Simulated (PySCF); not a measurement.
Name the molecule from its bond curve

A diatomic of charge 0 contains Pm. Its quartet curve at PBE0 in a double-zeta basis (spin-free X2C with a Gaussian nucleus, PySCF), in eV from the separated fragments:

```
R (Å)  E (eV)
2.048  -2.477
2.143  -2.588
2.238  -2.676
2.310  -2.724
2.381  -2.744
2.452  -2.733
2.548  -2.675
2.667  -2.550
2.810  -2.348
3.000  -2.039
```

The fit gives ωe = 386 cm⁻¹ and the rotational constant Bₑ = 0.2654 cm⁻¹.

Which atom is the partner?

The minimum lies at 2.394 Å, so the reduced mass is 16.8576 u Å² cm⁻¹/(Bₑ·Re²) = 11.08 u. With Pm at 144.91 u the partner weighs about 12.0 u: C. The molecule is PmC.

Spin–orbit coupling is left out. With d or f electrons several states lie close, and the lowest PBE0 determinant need not be the measured ground state.
